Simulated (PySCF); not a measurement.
SMILES F[S](F)F, doublet (B3LYP/def2-SVP optimised geometry):

```
4

F     -0.730     1.686     0.000
S     -0.804     0.000     0.000
F     -0.731    -1.686     0.002
F      0.804     0.000     0.000
```

Method: unrestricted B3LYP/def2-TZVP in PySCF.

What are the frontier orbital energies (α orbitals alone; a β orbital can be the lowest empty one) and the dipole moment?

HOMO-2 -11.51 eV, HOMO-1 -10.37 eV, HOMO -8.63 eV, LUMO -2.27 eV, LUMO+1 0.80 eV; dipole moment 0.81 D.

On the same geometry unrestricted PBE/def2-TZVP (PySCF) gives HOMO-2 -9.70 eV, HOMO-1 -8.88 eV, HOMO -7.07 eV, LUMO -2.96 eV, LUMO+1 0.00 eV; dipole moment 0.67 D.

Meta-Löwdin charges at B3LYP/def2-TZVP: F1 -0.45, S2 1.25, F3 -0.45, F4 -0.35.
